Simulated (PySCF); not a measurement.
How methods differ on the excitation energy of Bi

Bi [Xe] 4f14 5d10 6s2 6p3 (4S) → Bi [Xe] 4f14 5d10 6s2 6p2 7s1 (4P), as a difference of total energies. Computed with PySCF 2.14 in aug-cc-pVQZ-PP with ECP60MDF (7s7p5d3f2g, 92 functions), with scalar relativity through the core potential. Correlated levels: valence: 5s2 5p6 5d10 frozen. The calculations carry no spin-orbit coupling.

```json
{"method": "UHF", "excitation energy (eV)": "5.145"}
{"method": "MP2 (valence)", "excitation energy (eV)": "5.287"}
{"method": "SCS-MP2 (valence)", "excitation energy (eV)": "5.260"}
{"method": "CCSD (valence)", "excitation energy (eV)": "5.262"}
{"method": "CCSD(T) (valence)", "excitation energy (eV)": "5.267"}
```

Task: How much does correlation contribute at CCSD(T) (valence)?

Result: 5.267 − (5.145) = 0.122 eV, measured against UHF.

Spin-orbit coupling is strong in these open shells (close to jj coupling). The scalar numbers leave it out and a first-order estimate fails, so it can dominate the gap to the real levels.

The promoted electron is Rydberg-like, and one or two diffuse shells describe it only roughly, which tends to raise the upper state.
